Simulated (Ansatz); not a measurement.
`F[SiH2][InH2]` + `SS` → `F[SiH2]SS` + `[InH3]` at 298.15 K and 1 bar (cleavage of the Si–In bond).

Gas-phase electronic energies from Ansatz, PBE0-D4/def2-TZVP geometries. CCSD(T)/CBS adds triple-zeta CCSD(T) − MP2 to the extrapolated MP2 energy (def2 sets, frozen cores). This one scheme is used for every species. def2 core potentials past Kr. For In outer-core shells are correlated without core-valence functions, which leaves a few kJ/mol of doubt a bond. One conformer a species, not always the lowest.

```tsv
species	CCSD(T)/CBS energy (Eh)	H − E (kJ/mol)	S (J/(mol·K))
`F[SiH2][InH2]`	-581.11562	100.5	335.9
`SS`	-796.74576	60.1	251.3
`F[SiH2]SS`	-1186.31147	102.0	330.4
`[InH3]`	-191.56739	54.8	229.0
```

H − E and S are ideal-gas, rigid-rotor, harmonic terms from PBE0-D4/def2-TZVP, for one conformer and one mirror image of each species. 1 Eh = 2625.50 kJ/mol, R = 8.31446 J/(mol·K).

Problem. By hand: ΔE, ΔH, ΔS and ΔG.

Solution. ΔE = (-1186.31147) + (-191.56739) − (-581.11562) − (-796.74576) = -0.01748 Eh = -45.9 kJ/mol. Δ(H − E) = 102.0 + 54.8 − 100.5 − 60.1 = -3.8, so ΔH = -49.7 kJ/mol. ΔS = 330.4 + 229.0 − 335.9 − 251.3 = -27.8 J/(mol·K). ΔG = -49.7 − 298.15 × (-27.8)/1000 = -41.4 kJ/mol.

Problem. By hand: the equilibrium constant, and the temperature at which ΔG would vanish if ΔH and ΔS stayed fixed.

Solution. log₁₀ K = −ΔG/(RT ln 10) = 7.3. ΔG = 0 at ΔH/ΔS = 1788 K.

ΔH outweighs TΔS. A doubt of 5 kJ/mol in ΔE shifts log₁₀ K by 0.9 here. Other conformers and mirror images would add mixing entropy, several J/(mol·K) or more a flexible species. These are equilibria of isolated gas molecules and say nothing of rates. Largest T1 diagnostic: 0.014 (customary marks: 0.02 for closed shells, 0.045 for open ones).
